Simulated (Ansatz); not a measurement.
Input file for Ansatz (a quantum-chemistry and plane-wave program): R-CCSD(T)/aug-cc-pVTZ on HBr (SMILES Br) with ghost functions. The run froze 14 orbitals, filled d shells among them.

Ansatz 0.2 input:
```yaml
crystal:
  periodic: [false, false, false]
  atoms:
    - {symbol: Br, position_ang: [-1.11772540, -0.24016679, 4.07982834]}
    - {symbol: H, position_ang: [-0.80672421, -0.22541877, 2.67452318]}
basis:
  gaussian:
    orbitals: aug-cc-pVTZ
    ghost_atoms:
      - {symbol: As, position_ang: [-0.24589795, -0.19971429, 0.14388447]}
      - {symbol: H, position_ang: [-0.93105301, 0.73324079, -0.84218941]}
      - {symbol: H, position_ang: [-0.41634523, -1.41915382, -0.74823450]}
      - {symbol: H, position_ang: [1.14502960, 0.10943673, -0.38686969]}
magnetization: {spin_polarized: false}
correlation: {method: ccsd_t, electrons: outside_noble_gas}
scf: {lower_state_search: off}
```

Task: Give the final energy of this run.

Result: -2573.2526 hartree (reference determinant -2573.0484, T1 diagnostic 0.007).

Task: How many basis functions does it have, and what does it roughly cost on one machine?

Result: 210 functions; roughly 2.4 core-minutes.
